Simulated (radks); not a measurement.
The numbers below are computed, except where a source is named.
Polarisability of the ruthenium ion Ru3+, [Kr] 4d5, at imaginary frequency. Level of theory: scalar-relativistic Kohn-Sham, LB94 model potential, spin-polarised, spherical densities, finite nucleus; open shells are filled with parallel spins first (spin-orbit coupling, left out, can overturn this in heavy ions); Fermi nuclear charge, rms radius 4.4809 fm (a radial shooting solver on a logarithmic mesh with Libxc functionals). Response by self-consistent Sternheimer equations with the Hartree and adiabatic LDA kernel, the relativistic mass of each level held fixed and spin-orbit coupling left out.

w (hartree),alpha1(iw) (bohr^3)
0.00266,5.172
0.0143,5.170
0.0360,5.164
0.0697,5.143
0.118,5.091
0.186,4.980
0.280,4.768
0.413,4.408
0.605,3.869
0.892,3.155
1.35,2.313
2.12,1.441
3.59,0.7085
6.94,0.2564
17.5,0.06138

Static values: alpha1 = 5.172 bohr^3 (0.7664 angstrom^3; uncoupled 7.482). C6 = 24.01, triple-dipole C9 = 86.88 atomic units. One-pole (London) frequency 4 C6 / (3 alpha1^2) = 1.197 hartree, against 1.691 for minus the highest occupied eigenvalue.
